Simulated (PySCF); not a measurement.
**Simulated absorption spectrum**

C₄H₆N₂S.
InChI=1S/C4H6N2S/c1-2-4-3-5-7-6-4/h3H,2H2,1H3

The calculation used PySCF, TDDFT PBE0/def2-SVPD, vertical, gas phase, core orbitals frozen in the response. Isolated species at its GFN2-xTB geometry (one conformer only). Torsions of this conformer, `[CH3:1][CH2:2][c:3]1[cH:4][n:5][s:6][n:7]1`: C1–C2–C3–C4 73°.

Computed states:

```
state  E (eV)       f
   S1    5.05  0.0001
   S2    5.54   0.186
   S3    6.07  0.0029
   S4    6.25  0.0002
   S5    6.73   0.014
   S6    6.96  0.0022
```

Each state is given a Gaussian of 0.4 eV full width at half maximum, with ε(max) = 2.175×10⁸ f / Δν̃ (Δν̃ the width in cm⁻¹). The cross-section is σ = 3.8235×10⁻²¹ ε cm², given in Mb (10⁻¹⁸ cm²). The width is an assumption, not a result. The curve ends short of the highest state used, and states not computed would add to its high-energy end.

Q: What does the envelope look like, and where are its maxima?

A: 
```json
{"E (eV)": "4.45", "σ (Mb)": "0.00"}
{"E (eV)": "4.53", "σ (Mb)": "0.00"}
{"E (eV)": "4.61", "σ (Mb)": "0.00"}
{"E (eV)": "4.70", "σ (Mb)": "0.00"}
{"E (eV)": "4.78", "σ (Mb)": "0.01"}
{"E (eV)": "4.86", "σ (Mb)": "0.02"}
{"E (eV)": "4.95", "σ (Mb)": "0.13"}
{"E (eV)": "5.03", "σ (Mb)": "0.57"}
{"E (eV)": "5.11", "σ (Mb)": "2.05"}
{"E (eV)": "5.20", "σ (Mb)": "6.72"}
{"E (eV)": "5.28", "σ (Mb)": "15.29"}
{"E (eV)": "5.36", "σ (Mb)": "27.88"}
{"E (eV)": "5.44", "σ (Mb)": "40.72"}
{"E (eV)": "5.53", "σ (Mb)": "47.85"}
{"E (eV)": "5.61", "σ (Mb)": "43.64"}
{"E (eV)": "5.69", "σ (Mb)": "31.93"}
{"E (eV)": "5.78", "σ (Mb)": "17.34"}
{"E (eV)": "5.86", "σ (Mb)": "8.18"}
{"E (eV)": "5.94", "σ (Mb)": "3.43"}
{"E (eV)": "6.03", "σ (Mb)": "1.46"}
{"E (eV)": "6.11", "σ (Mb)": "0.94"}
{"E (eV)": "6.19", "σ (Mb)": "0.69"}
{"E (eV)": "6.28", "σ (Mb)": "0.51"}
{"E (eV)": "6.36", "σ (Mb)": "0.56"}
```

Maxima: 224 nm (5.54 eV), ε about 13000, made up of S2 (100%) (ε in L mol⁻¹ cm⁻¹; maxima over ε = 5, shares over 10%). At its high-energy end, 6.36 eV, the curve is still rising (ε about 150, from S3 and S5).

Q: Does any computed singlet lie in the visible range?

A: No computed singlet lies in the visible range (380 to 750 nm); the lowest, at 246 nm, stands 1.78 eV above its violet end (3.26 eV).

Q: Coming from long wavelengths, where does ε first pass 100 L mol⁻¹ cm⁻¹?

A: At about 248 nm (5.01 eV), 0.04 eV below S1.

Q: What would ε be at 5.54 eV, the highest of these maxima, with half the width (0.2 eV)?

A: About 25000 L mol⁻¹ cm⁻¹ against 12500, a factor of about 2.00; a lone state at its own centre would give exactly 2.
